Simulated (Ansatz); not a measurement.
Basis sets compared for fac-Co(OH)3(H2O)3 (CoO₆H₉). Total charge 0; singlet. Geometry PBE0-D4/def2-SVP. Ansatz on 4 threads of Arm Neoverse V2 on a shared host; times are rough, and most runs start from earlier orbitals.

| atom | x (Å) | y (Å) | z (Å) |
| --- | --- | --- | --- |
| Co1 | -0.009 | -0.025 | 0.090 |
| O2 | 0.449 | 0.525 | -1.625 |
| O3 | -0.424 | -0.659 | 1.924 |
| O4 | -1.530 | 0.955 | 0.366 |
| O5 | 1.589 | -1.172 | -0.316 |
| O6 | 0.996 | 1.173 | 1.035 |
| O7 | -1.280 | -1.141 | -1.012 |
| H8 | 0.558 | 1.481 | -1.659 |
| H9 | -1.226 | -0.086 | 1.873 |
| H10 | 0.263 | 0.004 | 2.196 |
| H11 | -1.259 | 1.869 | 0.512 |
| H12 | 1.593 | -0.643 | -1.163 |
| H13 | 1.322 | -2.070 | -0.552 |
| H14 | 1.925 | 0.998 | 0.839 |
| H15 | -0.934 | -0.623 | -1.778 |
| H16 | -2.033 | -0.586 | -0.729 |

The restricted singlet is unstable towards broken spin symmetry in Hartree–Fock (as tested in another run); at PBE-D4/def2-SVP, PBE-D4/def2-TZVP, PBE0-D4/def2-SVP, PBE0-D4/def2-TZVP this wasn't settled. No other spin state of charge 0 was run.

Binding counts from free atoms (Co quartet, O triplet, H doublet) in the same basis, without a counterpoise term.

```
           level  functions  energy (Eh)  HOMO (eV)  LUMO (eV)  binding per atom (eV)  wall time
 PBE-D4/def2-SVP        160   -1838.3840      -4.14      -2.30                   3.65      1.9 s
PBE0-D4/def2-SVP        160   -1838.3581      -6.98      -1.22                   3.43      2.9 s
```

Task: Estimate the rows for PBE-D4/def2-TZVP (with forces), PBE0-D4/def2-TZVP.

Result: 
```
                         level  functions  energy (Eh)  HOMO (eV)  LUMO (eV)  binding per atom (eV)  wall time
PBE-D4/def2-TZVP (with forces)        285   -1839.1415      -4.67      -2.79                   3.58      4.2 s
             PBE0-D4/def2-TZVP        285   -1839.1015      -7.33      -1.54                   3.38      7.5 s
```
